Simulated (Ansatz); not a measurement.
C6H7In, SMILES `[InH2][c]1ccccc1` at its PBE0-D4/def2-TZVP geometry, where that method's forces vanish. Charge 0, multiplicity 1. In: def2 effective core potential.

```xyz
14

In   -0.0628    0.5433    2.7967
C    -0.0155    0.1359    0.6988
C    -0.0732    1.1711   -0.2382
C    -0.0427    0.9097   -1.6007
C     0.0465   -0.3988   -2.0526
C     0.1049   -1.4422   -1.1403
C     0.0740   -1.1743    0.2209
H    -0.1768    2.1839    3.3202
H     0.0118   -0.7813    3.9005
H    -0.1433    2.2026    0.0948
H    -0.0887    1.7277   -2.3115
H     0.0704   -0.6056   -3.1167
H     0.1747   -2.4664   -1.4905
H     0.1208   -2.0055    0.9186
```

(1) What forces (eV/Å) does B3LYP-D4/def2-TZVPP give on these atoms in Ansatz? (Estimate.)

Answers

(1) The calculation gave: 
```
In1 -0.007  0.027  0.138
C2   0.002 -0.009 -0.043
C3  -0.014  0.206  0.055
C4  -0.009  0.162 -0.130
C5   0.005 -0.041 -0.213
C6   0.013 -0.199 -0.059
C7   0.010 -0.170  0.129
H8  -0.003  0.060  0.021
H9   0.004 -0.047  0.042
H10  0.005 -0.076 -0.028
H11  0.003 -0.055  0.047
H12 -0.002  0.014  0.072
H13 -0.005  0.068  0.023
H14 -0.003  0.060 -0.054
```

B3LYP here is the variant with VWN-RPA as its local correlation; programs differ in this.
